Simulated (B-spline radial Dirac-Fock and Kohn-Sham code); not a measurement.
# Al⁴⁺: photoemission with 8020 eV photons

System: aluminum as Al⁴⁺, 1s2 2s2 2p5.

Input of the calculation (task.json; shells as n, l, electrons):

```json
{"items": [{
  "Z": 13,
  "q": 4,
  "cfg": [[1, 0, 2], [2, 0, 2], [2, 1, 5]],
  "A": 27,
  "rrms": 3.061,
  "do": ["binding", "quiet", "photo", "scan"],
  "hv": [105.0, 225.0, 238.0, 409.0, 419.0, 471.0, 509.0, 614.0, 707.0, 738.0, 1240.0, 1270.0, 3910.0, 5870.0, 6180.0, 7690.0, 8020.0, 19000.0, 38100.0, 47400.0, 53500.0, 62800.0, 93900.0, 134000.0]
}]}
```

Command: `python xray_run.py task.json out`

Level of theory: independent-particle photoionisation in a Dirac-Hartree-Slater potential with a Latter tail, all multipoles, thresholds from Dirac-Fock ΔSCF; a radial finite-basis atomic code. The asymmetry parameter β is from the dipole term alone. Kinetic energies are from the vacuum level. Open shells are spread statistically over j, without multiplet splitting.

```
subshell  electrons  binding (eV)  kinetic (eV)   σ (kb)     β
      1s          2        1654.7        6365.3        ?     ?
      2s          2         197.8        7822.2    0.136  2.00
   2p1/2       1.67         155.2        7864.8  0.00564  0.31
   2p3/2       3.33         154.7        7865.3   0.0109  0.28
```

**Question.** What are σ and β for 1s?

**Answer.** σ = 2.07 kb, the largest of all subshells and 93 % of the total, and β = 2.00.

Run: 3.3 s of CPU time on 1 thread of Neoverse-N1 (shared host), peak memory 0.29 GiB.
